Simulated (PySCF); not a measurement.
CH₇AlO₂Si, SMILES C[O][AlH][O][SiH3]. Atoms are numbered in the order given.

```xyz
12

Al    -0.6833     0.6653     0.8219
H     -1.1974     1.0622     2.2429
O     -1.2823     1.5195    -0.5083
C     -1.1633     1.5670    -1.8994
H     -0.8030     2.5600    -2.2243
H     -0.4618     0.8083    -2.2958
H     -2.1452     1.3997    -2.3782
O      0.4446    -0.5865     0.6084
Si     1.5375    -1.7776     0.2867
H      0.9701    -3.1109     0.6444
H      2.7871    -1.5609     1.0734
H      1.8893    -1.7876    -1.1651
```
Charge 0, spin multiplicity 1.

Geometry optimised at B3LYP-D3(BJ)/def2-SVP. Other conformers were not sampled.

Level of theory: ωB97X/def2-TZVP in PySCF.

Isolated molecule, no solvent.

The total energy is -724.86370 hartree, the highest occupied level is -10.68 eV and the lowest empty level is 1.58 eV. The orbital gap is 12.26 eV and the dipole moment comes out as 0.161 e·Å. The quadrupole, principal values (traceless, Buckingham form, about the centre of nuclear charge) is -6.33, 1.72, 4.61 D·Å and the mean static polarisability is 67.2 bohr³ (9.96 Å³). The polarisability, principal values is 59.0, 68.6, 74.2 bohr³.
